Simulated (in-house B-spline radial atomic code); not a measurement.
Eu²⁺. Computed with a B-spline radial atomic code. Model: non-relativistic spherical atom: semilocal Troullier-Martins pseudo-atom, one channel per l, against all electrons, high spin, G0W0 and RPA with empty states to l = 8, local potential for every l without a channel, a model core (radius 0 = none) keeps its share of the functional.

Without relativity these are model numbers for so heavy an element.

What the tables leave out is listed at the end.

The pseudopotential gives back the lowest level of each angular momentum of its own functional in the configuration it was made in; a second state of the same l is only approximately right. Exact exchange, RPA and GW see the smooth pseudo-orbitals and miss the exchange with the core, for which the functional's share stands in. The column with an uncorrelated core keeps all orbitals and exact exchange, and so separates missing core correlation from pseudisation. Only the three outermost levels and the lowest empty one were computed. RPA here is direct RPA, with no exchange kernel, and its energies carry an (l + 1/2)⁻⁴ tail. A hybrid on a potential with a model core restores only its own semilocal share of the core's exchange.

Command:
```bash
python run_psgw.py task.json out
```
Settings (lengths in bohr, energies in hartree):
```
Z                      63
electrons              61
configuration          [Xe] 4f7
generated_in           [Xe] 4f7 6s2
functional             pbe,pbe
core_shells            8
radius_factor          1
core_correction        True
```

Cost of the run: 62 s on 1 thread of Arm Neoverse N1, on a shared host.

Given: made with PBE; model core radius 0.397 bohr; local radius 0.784 bohr; mean-field start PBE.

Valence shells of the generating configuration: 4d, 5s, 5p, 4f, 6s.

Channel: s 1.324, p 1.436, d 0.572, f 1.982 (radii in bohr).

Computed: largest level miss in the spin-unpolarised generating configuration 0.03 eV; valence RPA correlation energy all-electron orbitals -1.8546 hartree; all-electron RPA polarisability, core included 7.6297 bohr³; pseudo-atom RPA polarisability 7.5238 bohr³.

```
          level  occupied  mean-field all-electron (eV)  mean-field pseudo minus all (eV)  G0W0 all-electron (eV)  G0W0 uncorrelated core minus all (eV)  G0W0 pseudo minus all (eV)  exchange self-energy all-electron (eV)  exchange self-energy pseudo (eV)
          4f up         1                       -20.841                            -0.831                   -28.7                                  0.218                       2.026                                 -62.236                            -44.05
        5p down         1                       -34.778                             0.292                 -40.957                                 -0.037                      -0.469                                  -25.93                           -23.721
4f down (empty)         0                       -15.741                             0.703                 -8.6189                                  0.378                       1.251                                 -25.732                           -11.967
```

(1) What is the valence RPA correlation energy pseudo?

Given: mean-field start PBE0.

Computed: valence RPA correlation energy all-electron orbitals -1.7693 hartree; valence RPA correlation energy pseudo -2.1194 hartree; all-electron RPA polarisability, core included 6.7884 bohr³.

```
        level  occupied  mean-field all-electron (eV)  mean-field pseudo minus all (eV)  G0W0 all-electron (eV)  G0W0 uncorrelated core minus all (eV)  G0W0 pseudo minus all (eV)  exchange self-energy all-electron (eV)  exchange self-energy pseudo (eV)
        4f up         1                       -23.773                             0.381                 -29.115                                  0.226                       2.325                                 -62.799                           -44.129
      5p down         1                       -36.413                             0.075                 -40.975                                 -0.035                      -0.461                                 -25.796                            -23.89
5d up (empty)         0                       -13.152                             0.109                 -10.411                                  0.014                       0.338                                 -7.6987                           -6.4672
```

(2) What is the pseudo-atom RPA polarisability?

Answers

(1) -2.2058 hartree.

(2) 6.7393 bohr³.

Among the listed levels the largest G0W0 shift of the pseudo-atom is +2.33 eV, for 4f up on the PBE0 start, while leaving the core uncorrelated moves that level by +0.23 eV. So pseudisation and the lost core exchange, not the missing core correlation, make the error. Not in the tables (levels of low weight, unsolved or above zero; the highest and the empty levels are kept at any weight): on PBE the G0W0 levels 5p up (pseudo minus all -0.92 eV, weights 0.06 and 0.67); on PBE0 the G0W0 levels 5p up (pseudo minus all -1.67 eV, weights 0.51 and 0.73); no Hartree-Fock pseudo-atom is run with a model core.
